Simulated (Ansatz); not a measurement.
Basis-set extrapolation for Cl3H3OSi2, SMILES `O[SiH](Cl)[SiH](Cl)Cl` (PBE0-D4/def2-TZVP geometry, frozen core, Ansatz 0.2.0). Multiplicity 1, RHF reference.

```csv
,def2-TZVPP,def2-QZVPP
HF,-2033.286594,-2033.346582
MP2 correlation,-1.036841,-1.136220
CCSD(T) correlation,-1.149942,not run
```

Energies in hartree. Use E(X) = E(∞) + A·exp(−7.88·√X) for Hartree–Fock and E(X) = E(∞) + B·X^(−2.97) for correlation, with X = 3 and 4, and add CCSD(T) minus MP2 of the smaller set to the MP2 limit.

Question: What is the CCSD(T) energy at the basis-set limit?

Answer: HF limit: -2033.346582 + (-0.059988) × 0.13774 = -2033.35484. MP2 limit: -1.136220 + (-0.099379) × 0.74074 = -1.20983. Higher-order term: -1.149942 − (-1.036841) = -0.11310. Total: -2034.67777 hartree, 151.4 kcal/mol below CCSD(T)/def2-TZVPP.
